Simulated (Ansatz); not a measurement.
Input for Ansatz (development build ahead of 0.2.0):

```yaml
crystal:
  periodic: [false, false, false]
  atoms:
    - { symbol: Sc, position_ang: [0.0, 0.0, 0.0] }
    - { symbol: C, position_ang: [0.0, 0.0, 2.2632] }
basis:
  gaussian: { orbitals: pcseg-2 }
magnetization:
  spin_polarized: true
  initial_magnetization: 1
hamiltonian:
  xc: hf
```

The input is written out in the form of the current development build from the run's settings.

Output:

* Converged: yes
* Total energy: -797.49730 hartree
* Spin squared of the determinant: 2.723
* Stability test: minimum

Caution: the unrestricted determinant is a mixture of spin states.
